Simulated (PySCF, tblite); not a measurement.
Isomers of C5H6F4, one GFN2-xTB conformer each. Single-point energies are computed at PBE0/pcSseg-1 (PySCF, gas phase, no added dispersion term), electronic only.

```tsv
SMILES	GFN2-xTB relative energy (kcal/mol)
C[C@@H](F)CC(F)=C(F)F	12.4
C/C(F)=C/C(F)(F)CF	11.8
C/C(F)=C\CC(F)(F)F	0.0
```

Conformers: `[CH3:1][C@@H:2]([F:3])[CH2:4][C:5]([F:6])=[C:7]([F:8])[F:9]` with C1–C2–C4–C5 176°, C2–C4–C5–F6 -68°; `[CH3:1]/[C:2]([F:3])=[CH:4]/[C:5]([F:6])([F:7])[CH2:8][F:9]` with C2–C4–C5–F6 -123°, C4–C5–C8–F9 180°; `[CH3:1]/[C:2]([F:3])=[CH:4]\[CH2:5][C:6]([F:7])([F:8])[F:9]` with C2–C4–C5–C6 -109°.

Question: What does PBE0/pcSseg-1 give for the same structures?

Answer: 
```json
{"SMILES": "C/C(F)=C\\CC(F)(F)F", "PBE0/pcSseg-1 E (Eh)": "-592.85563", "PBE0/pcSseg-1 (kcal/mol)": "0.0", "GFN2-xTB (kcal/mol)": "0.0", "point group": "C1"}
{"SMILES": "C/C(F)=C/C(F)(F)CF", "PBE0/pcSseg-1 E (Eh)": "-592.82823", "PBE0/pcSseg-1 (kcal/mol)": "17.2", "GFN2-xTB (kcal/mol)": "11.8", "point group": "Cs"}
{"SMILES": "C[C@@H](F)CC(F)=C(F)F", "PBE0/pcSseg-1 E (Eh)": "-592.81558", "PBE0/pcSseg-1 (kcal/mol)": "25.1", "GFN2-xTB (kcal/mol)": "12.4", "point group": "C1"}
```

Both levels put the same isomer lowest; measured from each level's own lowest isomer, the values differ by up to 12.7 kcal/mol (C[C@@H](F)CC(F)=C(F)F: 12.4 against 25.1). 

Question: Which frontier levels, dipoles and rotational constants go with these structures?

Answer: 
```tsv
SMILES	HOMO (eV, PBE0/pcSseg-1)	LUMO (eV)	dipole (D)	A, B, C (MHz)
C/C(F)=C\CC(F)(F)F	-7.50	0.14	2.57	3264, 823.6, 768.3
C/C(F)=C/C(F)(F)CF	-8.17	-0.38	4.58	2699, 1003, 848.1
C[C@@H](F)CC(F)=C(F)F	-7.29	0.57	2.92	2775, 915.6, 803.3
```

Question: What happens when harmonic zero-point energies from GFN2-xTB frequencies are added?

Answer: 
```json
{"SMILES": "C/C(F)=C\\CC(F)(F)F", "ZPE (kcal/mol)": "64.1", "electronic (kcal/mol)": "0.0", "with ZPE (kcal/mol)": "0.0"}
{"SMILES": "C/C(F)=C/C(F)(F)CF", "ZPE (kcal/mol)": "63.9", "electronic (kcal/mol)": "17.2", "with ZPE (kcal/mol)": "17.0"}
{"SMILES": "C[C@@H](F)CC(F)=C(F)F", "ZPE (kcal/mol)": "64.6", "electronic (kcal/mol)": "25.1", "with ZPE (kcal/mol)": "25.7"}
```

The zero-point energies span 0.7 kcal/mol. The order is unchanged.
